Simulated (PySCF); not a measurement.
Run record: geometry optimisation, `c1([C@H](C)C=C)ccncc1`.

Method: PBE0-D3(BJ)/def2-SVP geometry optimisation, gas phase (PySCF 2.14.0). Start geometry: GFN2-xTB. A driver script takes a list of jobs; this job's settings line and coordinates (Å) are shown.

Command:
```bash
OMP_NUM_THREADS=1 python probes_run.py task.json out
```

Input:
```
{"job": {"xc": "PBE0", "basis": "def2-SVP", "d3": "d3bj", "grid": 1, "kind": "geom"}, "charge": 0, "multiplicity": 1}
C     -2.447170     1.455217     1.047771
C     -1.815298     0.684802     0.183448
C     -0.863275    -0.411204     0.567588
C     -1.285364    -1.739922    -0.072663
C      0.544158    -0.065823     0.143256
C      0.851307     0.297548    -1.164081
C      2.166250     0.586236    -1.488820
N      3.164467     0.526559    -0.624053
C      2.877719     0.175104     0.617099
C      1.595853    -0.123799     1.050259
H     -3.122877     2.231584     0.731230
H     -2.318987     1.342155     2.111995
H     -1.969579     0.819876    -0.878458
H     -0.879534    -0.526249     1.656624
H     -1.273819    -1.664711    -1.157432
H     -0.602914    -2.533243     0.225404
H     -2.290739    -2.005369     0.246430
H      0.085113     0.358535    -1.921174
H      2.438128     0.879313    -2.494912
H      3.719661     0.132117     1.296183
H      1.417979    -0.401782     2.078538
```

Output:
```
step   0  E = -403.54765521  max force = 0.011969
step   1  E = -403.55006918  max force = 0.002608
step   2  E = -403.55008713  max force = 0.001717
step   3  E = -403.55011548  max force = 0.001190
step   4  E = -403.55013836  max force = 0.000966
step   5  E = -403.55017979  max force = 0.003196
step   6  E = -403.55025385  max force = 0.003109
step   7  E = -403.55030032  max force = 0.000945
step   8  E = -403.55031497  max force = 0.000969
step   9  E = -403.55032204  max force = 0.000275
optimisation converged
```

Energies in Eh; «max force» is the largest Cartesian gradient component in Eh/bohr.

Q: Give the first gradient maximum in eV/Å.

A: With 1 Eh/bohr = 51.422 eV/Å, 0.615 eV/Å.

Main results: final energy -403.55032 Eh after 9 steps; dipole 2.54 D.

Cost: about 8 min of CPU time on one thread; the machine was shared, so the figure is rough.
Labels such as C1 count atoms from 1, the log's own numbers from 0.
